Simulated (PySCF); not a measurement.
**Sb+: ionisation energy**

Sb+ [Kr] 4d10 5s2 5p2 (3P) → Sb(2+) [Kr] 4d10 5s2 5p1 (2P), as a difference of total energies. Calculation: PySCF 2.14, in def2-TZVP with the def2 core potential (28 electrons) (6s5p3d2f, 50 functions); scalar relativity through the core potential. Correlated levels: valence: 4s2 4p6 4d10 frozen. The calculations carry no spin-orbit coupling.

Q: Order these methods by the ionisation energy they give, lowest first.
A. CCSD (valence)
B. BP86
C. SCS-MP2 (valence)
D. B3LYP

A: C (16.255 eV), A (16.353 eV), D (16.509 eV), B (16.593 eV).

The reference lies between the lowest fine-structure levels, while these numbers refer to the centres of the terms.

Errors of the correlated levels include the incompleteness of this basis and the frozen core.

For comparison: 16.626 ± 0.025 eV (measured; NIST Atomic Spectra Database, ionization energies).
